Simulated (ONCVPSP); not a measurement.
# Before and after: ONCV potential for Ti (Z = 22)

```json
{
  "Element": "titanium (Ti)",
  "Generator": "ONCVPSP 4.0.1",
  "Type": "optimised norm-conserving Vanderbilt (ONCV)",
  "Functional": "PBE",
  "Relativity": "scalar-relativistic",
  "Frozen core": "[Ne]",
  "Valence charge": "12",
  "Reference configuration": "3s2 3p6 3d3 4s1",
  "Partial waves": "3s+4s: rc 1.90 bohr, ncon 5, nbas 9, qcut 6 1/bohr, 2 projectors; 3p: rc 1.70 bohr, ncon 5, nbas 8, qcut 8.9 1/bohr, 3 projectors, debl 1.6 Ha; 3d: rc 2.00 bohr, ncon 4, nbas 9, qcut 6.3 1/bohr, 2 projectors, debl 3.4 Ha",
  "Local potential": "polynomial inside 1.35 bohr (lpopt 4, dvloc0 2 Ha)",
  "Core correction": "Teter function, fcfact 4.25, rcfact 1.7"
}
```

Change: all radii but the core radius scaled by about 1.05 (s 2.00, p 1.80, d 2.10 bohr); local potential polynomial inside 1.42 bohr (lpopt 4, dvloc0 2 Ha).

Cutoffs: the cutoffs (Ha) at which the residual kinetic energy of the hardest occupied pseudo-wave falls to 1 and 0.1 mHa per electron; they do not see the model core or the augmentation charge, which bear on the density cutoff. Errors are all-electron minus pseudo energies relative to the spin-unpolarised reference configuration.

Question: What does the change do?

Answer: The potential gets neither clearly harder nor softer (20 Ha and 37 Ha → 20 Ha and 24 Ha); the p channel sets the loose cutoff, while the largest relative change is in s, which becomes softer; of the 3 tests that both files solve, the error grows in 3 and shrinks in 0 by more than 15 % and 0.3 meV (median size 26.5 → 31.0 meV); neither file shows a bound ghost. More of the atom is replaced by a form fitted at one configuration, so other configurations suffer.

| quantity | base | changed |
| --- | --- | --- |
| cutoff, loose | 20 Ha | 20 Ha |
| cutoff, tight | 37 Ha | 24 Ha |
| loose cutoff by channel | s 10 Ha, p 20 Ha, d 18 Ha | s 7.4 Ha, p 20 Ha, d 17 Ha |
| bound ghosts | none | none |
| GHOST(+) flags under 300 eV | none | none |
| tests with a reliable result | 3 of 4 | 3 of 4 |
| error for 3s2 3p6 3d2 4s2, meV [ΔE -1.11 eV] | +39 | +45 |
| error for 3s2 3p6 3d2 4s1, meV [ΔE 6.24 eV] | +26 | +31 |
| error for 3s2 3p6 3d2.5 4s1.5, meV [ΔE -0.75 eV] | +7.1 | +8.3 |
| rms error of d²Exc/dni dnj with the model core, mHa | 2.92 | 2.97 |

Base: The cutoffs count occupied waves only; projector 2 of the d channel, the hardest unoccupied one, needs 67 Ha at the loose tolerance.
